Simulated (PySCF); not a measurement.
**Correlation energy of Br+ (bromine, charge +1)**

[Ar] 3d10 4s2 4p4, high-spin 3P determinant. All numbers are calculated (PySCF 2.14, the spin-free X2C one-electron Hamiltonian (Gaussian nucleus), in jorge-DZP-DKH (8s6p2d1f, 43 functions)). Frozen: [Ar] 3d10; 6 electrons correlated.

MP2 pair energies summed by pair of shells (mhartree):

```json
{"pair": "4s-4p", "energy": "-17.08", "share (%)": "51.7"}
{"pair": "4p-4p", "energy": "-11.47", "share (%)": "34.8"}
{"pair": "4s-4s", "energy": "-4.46", "share (%)": "13.5"}
```

Total MP2 correlation energy: -33.00 mhartree.

Same-spin part -6.78 and opposite-spin part -26.23 mhartree; SCS-MP2 scales them by 1/3 and 6/5 to -33.73 mhartree.

| level | correlation energy (mhartree) |
| --- | --- |
| CCSD | -38.96 |
| (T) | -0.26 |
| CCSD(T) | -39.22 |

Diagnostics: T1 = 0.0012, D1 = 0.0026, largest double amplitude 0.033.

Cost of the coupled-cluster step: 0.4 s of wall time on 1 thread of Neoverse-V1 (shared host), for 6 correlated electrons.
